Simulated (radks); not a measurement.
The numbers below are computed, except where a source is named.
Charge is removed step by step from the 5s1/2 level of neutral europium, starting from [Xe] 4f7 6s2. Level of theory: Dirac Kohn-Sham, PBE, spin-unpolarised, spherical densities, finite nucleus; open shells are shared between the two j in proportion to 2j + 1; Fermi nuclear charge, rms radius 5.1115 fm (a radial shooting solver on a logarithmic mesh with Libxc functionals).

| removed (e) | E - E(0) (eV) | eigenvalue (eV) | E minus straight line (eV) |
|---|---|---|---|
| 0 | 0.000 | -44.586 | 0.000 |
| 0.125 | 5.655 | -45.903 | -0.615 |
| 0.25 | 11.477 | -47.262 | -1.063 |
| 0.375 | 17.472 | -48.657 | -1.339 |
| 0.5 | 23.643 | -50.084 | -1.438 |
| 0.625 | 29.994 | -51.541 | -1.357 |
| 0.75 | 36.529 | -53.023 | -1.093 |
| 0.875 | 43.251 | -54.531 | -0.641 |
| 1 | 50.163 | -56.060 | 0.000 |

Removing the whole electron costs 50.163 eV by Delta-SCF, against 44.586 eV from minus the eigenvalue at the starting occupation. Slater's transition state (half an electron removed) gives 50.084 eV. Integrating minus the eigenvalue over the occupation (Janak's theorem) gives 50.163 eV. The mean slope of the eigenvalue, de/dn, is 11.5 eV per electron.
